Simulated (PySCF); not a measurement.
# What a mistake does to a calculation on AlBH3N

All numbers below are calculated, not measured. The program is PySCF 2.14.0, an open-source quantum chemistry code, run on an isolated molecule that a program drew, which may never have been made. The molecule is AlBH3N (charge 0, singlet), drawn as the SMILES string `B[N]=[AlH]`.

Each row is a Hartree-Fock (HF) and frozen-core CCSD(T) single point in the cc-pV(D+d)Z basis, meant for a local HF minimum. Run 1 is clean. Each other run has one planted mistake out of seven kinds, and not every kind appears here: one electron removed, one electron added, multiplicity raised by two, geometry at a saddle point, minimal basis STO-3G, one bond length entered in bohr, all coordinates scaled. The reference is restricted for singlets and unrestricted otherwise, and also for a bond in bohr. Adding or removing an electron swaps singlet and doublet. Electrons count all cores. HOMO and LUMO are orbital energies over both spins, the gradient is its largest component, and the lowest frequency (negative if imaginary) is given only where the gradient is small. Bond lengths are over the 5 bonds as drawn. T1 is the CCSD diagnostic: over 0.02 (restricted) or 0.045 (unrestricted) a single reference is doubtful.

Geometry of the clean run:
```xyz
6
AlBH3N, angstrom
B    -0.5523   -2.6722    1.9263
N    -1.4529   -2.1400    1.0056
Al   -2.5002   -1.5211   -0.0653
H     0.4855   -3.1913    1.5675
H    -0.7732   -2.6357    3.1200
H    -3.5018   -0.9296   -1.0892
```

| run | electrons | basis functions | <S^2> | HOMO (eV) | LUMO (eV) | gradient (hartree/bohr) | lowest frequency (cm^-1) | mean bond (Å) | longest bond (Å) | T1 | HF (hartree) | CCSD(T) (hartree) | mistake |
|---|---|---|---|---|---|---|---|---|---|---|---|---|---|
| 1 | 28 | 66 | 0.000 | -8.60 | 1.31 | 1.3e-05 | 155 | 1.3986 | 1.621 | 0.0232 | -322.77278 | -323.12615 | no fault |
| 2 | 28 | 66 | 0.000 | -8.69 | 1.60 | 1.1e-01 | - | 1.2602 | 1.460 | 0.0191 | -322.69453 | -323.03403 | all coordinates scaled |
| 3 | 29 | 66 | 0.803 | 0.42 | 6.39 | 5.5e-02 | - | 1.3986 | 1.621 | 0.0334 | -322.74028 | -323.11068 | one electron added |
| 4 | 27 | 66 | 0.765 | -16.93 | -5.89 | 5.2e-02 | - | 1.3986 | 1.621 | 0.0386 | -322.52314 | -322.82771 | ? |

**Which mistake was planted in run 4, and what did it cost?**

It counts 27 electrons, one fewer than the clean run, at the same geometry and basis. So the mistake is: one electron removed. Subtracting run 1 and multiplying by 627.51 kcal/mol a hartree, the energy moved by 156.7 kcal/mol in HF and 187.3 kcal/mol in CCSD(T).

Cautions from the logs. Run 1: T1 is over the limit, so its CCSD(T) energy is less reliable; run 3: the HOMO is above zero, so the electron isn't bound and the energy depends on the basis.
